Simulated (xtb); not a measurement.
xtb input:

```bash
xtb mol.xyz --gfn 1 --sp --chrg 0 --uhf 0
```
mol.xyz:
```
5

F     -1.36561773    -0.72379563    -1.34450309
Ge    -0.65693939     0.02431890     0.02228301
F     -1.23032770     1.63650042     0.06812198
F     -1.27395634    -0.76944687     1.40764598
Br     1.59574790    -0.05907218    -0.05412686
```

Q: Predict the final energy.

A: -21.08744 Eh (GFN1-xTB).
